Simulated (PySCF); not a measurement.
NbCl5, SMILES [Cl][Nb]([Cl])([Cl])([Cl])[Cl], multiplicity 1. Geometry: PBE-D3(BJ)/def2-SVP. The spin state was assumed, not searched. The isomer is the one that the SMILES or the coordinates give; other isomers of the formula were not compared. The def2 effective core potentials stand for the cores of Nb; spin–orbit coupling is left out.

Computed equilibrium geometry at PBE-D3(BJ)/def2-SVP (PySCF confirms it by a frequency run) as a Z-matrix, and its point group:
point group D3h.
```
Nb
Cl 1 2.2892
Cl 1 2.2892 2 120.00
Cl 1 2.2892 2 120.00 3 -180.00
Cl 1 2.3360 2 90.00 3 90.00
Cl 1 2.3360 2 90.00 5 -180.00
```
Charge 0, spin multiplicity 1.
